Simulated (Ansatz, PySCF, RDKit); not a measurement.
Constitutional and geometric isomers with formula H6B3N. Isolated molecules, 0 K electronic values unless said otherwise. One relaxed conformer stands for each flexible species; it need not be the lowest. Strings in code marks are SMILES.

Quantity: electronic energy of isomers of H6B3N relative to `BN(B)B`, in kcal/mol. Force-field values (RDKit) are differences of steric energies, which aren't made for comparing isomers with other bonds.

Level 1: frozen-core CCSD(T)/cc-pVTZ // B3LYP-D3(BJ)/def2-TZVP (Ansatz, a program for electronic structure)
Level 2: PBE-D3(BJ)/def2-TZVP // B3LYP-D3(BJ)/def2-TZVP (PySCF)
Level 3: B3LYP/6-31G* // B3LYP-D3(BJ)/def2-TZVP (PySCF)
Level 4: UFF, relaxed from the DFT geometry (RDKit)

```json
[
 {"species": "`BBBN`", "level 2": "35.2", "level 3": "49.0", "level 4": "-4.15"},
 {"species": "`BBNB`", "level 2": "16.7", "level 3": "23.0", "level 4": "-2.67"},
 {"species": "`BB(B)N`", "level 2": "45.2", "level 3": "57.4", "level 4": "-2.88"}
]
```

Task: What does level 1 give for each, and how far do the other levels lie from it on average?

Result: 
- `BBBN`: 45.4
- `BBNB`: 21.2
- `BB(B)N`: 53.1
Mean absolute difference from level 1, which has limits of its own, over these rows (drawn at random from the members that have all these levels): level 2 7.56 kcal/mol, level 3 3.21 kcal/mol, level 4 43.1 kcal/mol.
